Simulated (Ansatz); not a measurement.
Cl2H6O8Si2Sn, SMILES `O[Si](O)(O)[O][Sn]([Cl])([Cl])[O][Si](O)(O)O`, 19 atoms. Total charge 0; spin multiplicity 1. Correlated methods include outer-core shells of Sn, which these sets cover unevenly. Sn takes the def2 core potential. Hardware: A = 11 threads of an AMD EPYC 7R13 on a shared host; B = 11 threads of an AMD EPYC 7R13 on a shared host and a whole NVIDIA H100 80 GB. Correlated methods freeze the cores.

Question: Give the basis size and wall time and peak host memory of each of these runs in Ansatz. direct RPA on PBE orbitals/def2-TZVPP energy [B]; RKS PBE0-D4/def2-TZVP relaxation (35 steps) [B]; RKS BHLYP-D4/def2-TZVPP energy [B]; RKS PBE0-D4/def2-SVP energy [A]; RHF-MP2/def2-QZVPP energy [B]; RHF-CCSD(T)/def2-SVP energy [B]; RHF-CCSD(T)/def2-TZVPP energy [B]; RKS ωB97M-V/def2-SVP energy [A]; RKS B2PLYP (frozen core)/def2-TZVPP energy [B]; RKS PBE0-D4/def2-QZVPP energy [B]; RKS PBE0-D4/def2-TZVPP energy [B]; RKS LC-ωPBE/def2-TZVPP energy [B]. (An estimate is asked.)

Answer: Computed: Other jobs shared the machine, so times are rough.

```csv
level,job,functions,wall time,peak host memory (GiB)
RKS PBE0-D4/def2-SVP,energy [A],240,4.1 s,1.1
RKS B2PLYP (frozen core)/def2-TZVPP,energy [B],550,4.7 s,3.1
RKS LC-ωPBE/def2-TZVPP,energy [B],550,5 s,1.2
RKS PBE0-D4/def2-TZVPP,energy [B],550,5.5 s,1.1
RKS BHLYP-D4/def2-TZVPP,energy [B],550,5.5 s,1.1
RHF-CCSD(T)/def2-SVP,energy [B],240,6.5 s,0.84
direct RPA on PBE orbitals/def2-TZVPP,energy [B],550,8 s,3.1
RHF-MP2/def2-QZVPP,energy [B],998,9.5 s,1.8
RKS ωB97M-V/def2-SVP,energy [A],240,11 s,1.6
RKS PBE0-D4/def2-QZVPP,energy [B],998,12 s,1.6
RKS PBE0-D4/def2-TZVP,relaxation (35 steps) [B],482,87 s,1.5
RHF-CCSD(T)/def2-TZVPP,energy [B],550,88 s,1.1
```

LC-ωPBE has ω = 0.4 bohr⁻¹.
